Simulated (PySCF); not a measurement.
Below is a simulated gas-phase F 1s photoelectron spectrum of `C#CS(F)(F)(F)(F)F`.

Every computed line was given a Gaussian of 0.4 eV full width at half maximum and an area set by the number of equivalent atoms; the highest printed point is 100. Computed, not measured: PySCF, delta-SCF UKS SCAN, pcX-3 on the ionised atom, pcseg-2 elsewhere, spin-free X2C.

(binding energy (eV), intensity): (693.4, 1), (693.5, 4), (693.6, 15), (693.7, 40), (693.8, 74), (693.9, 100), (694.0, 99), (694.1, 73), (694.2, 41), (694.3, 18), (694.4, 6), (694.5, 1), (694.6, 0)

**Question.** Count the maxima, the lines and the sites behind this envelope.

**Answer.** The curve has 1 maximum (at 693.9 eV). Under it lie 2 lines from 2 inequivalent fluorine sites. At this width some lines have no maximum of their own.

**Question.** Decompose the envelope and assign each component. Numbering: `[CH:1]#[C:2][S:3]([F:4])([F:5])([F:6])([F:7])[F:8]`.

**Answer.** 
| position (eV) | relative area | line | atoms | environment |
| --- | --- | --- | --- | --- |
| 693.92 | 4 | F 1s | F4/F5/F6/F7 | sulfur-bound fluorine |
| 694.09 | 1 | F 1s | F8 | sulfur-bound fluorine |

**Question.** What are the centre and the root-mean-square width of the whole band?

**Answer.** The area-weighted mean of the lines is 693.95 eV. Their own spread about it is 0.07 eV (rms) and each Gaussian has σ = 0.4/2.355 = 0.17 eV; the variances add, which gives 0.18 eV.

The 2 F 1s values lie within 0.17 eV of each other; Gaussian lines of 0.5 eV full width would blend them into one maximum.

Shake-up satellites, vibrational structure and lifetime widths aren't simulated. Atoms equivalent by their bonding share one computed value, that of the first of them. Geometry: PBE0-D3(BJ)/def2-TZVP; no solvent, vibrations or thermal averaging.
